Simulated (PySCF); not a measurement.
Telling isomers of C7H15NSi apart by NMR

Computed data (PySCF 2.14): geometry: GFN2-xTB, shieldings: GIAO PBE0/pcSseg-1. In vacuum, non-relativistic Hamiltonian, averaged over atoms made equivalent by symmetry, fast rotation or ring inversion, one computed conformer.

δ = σ(ref) − σ, references computed at the same level: ¹H (31.72 ppm), ¹³C (186.93 ppm) against TMS. Where no couplings were computed, multiplicities follow the n + 1 count of equivalent neighbours, and m marks all less simple cases (inequivalent or close neighbours, rings, F or P nearby). Shifts are as computed. Against solution values, carbons near 30 ppm lie about +3 ppm off and those near 130 ppm about +5 ppm. Of 1309 compounds with measured shifts, 239 miss one by over three times the rms of a fit or turn the order of signals round; such compounds aren't used in these exercises. OH and NH positions are gas-phase values without hydrogen bonding to other molecules.

(1) Tabulate the signals of `C/C(CN(C)C)=C1\C[SiH2]1`, `C=C(C)[Si@H](/C=C\C)NC` and their relative energies.

(2) What is the quickest way to tell C/C(CN(C)C)=C1\C[SiH2]1 from C=C(C)[Si@H](/C=C\C)NC?

Results:

(1) 
| SMILES | carbon types | δC | δH | E rel. (kcal/mol) |
| --- | --- | --- | --- | --- |
| C/C(CN(C)C)=C1\C[SiH2]1 | 2×C 2×CH2 3×CH3 | 155.5, 129.4, 73.4, 46.4, 22.6, -0.6 | 3.21 (m, 2H), 2.96 (s, 2H), 2.22 (s, 3H), 2.18 (s, 6H), 1.12 (m, 2H) | 41.6 |
| C=C(C)[Si@H](/C=C\C)NC | 1×C 2×CH 1×CH2 3×CH3 | 159.0, 155.4, 134.2, 128.6, 30.9, 26.3, 23.1 | 7.08 (m, 1H), 5.97 (br s, 1H), 5.71 (br s, 1H), 5.58 (m, 1H), 5.15 (d, 1H), 2.78 (s, 3H), 2.40 (d, 3H), 2.09 (s, 3H), -0.21 (br s, 1H) | 0.0 |

Energies are electronic energies at PBE0/pcSseg-1 on these geometries, without zero-point or thermal terms, each for the one conformer computed, which needn't be the lowest.

(2) Count the carbon signals: 6 against 7. The first has an allylic sp3 CH2 bonded to N at 73.4 ppm, the second an alkene CH at 159.0 ppm. Their most deshielded carbons lie at 155.5 and 159.0 ppm. In the proton spectra the most deshielded non-exchanging signals are 3.21 (m, 2H) and 7.08 (m, 1H).
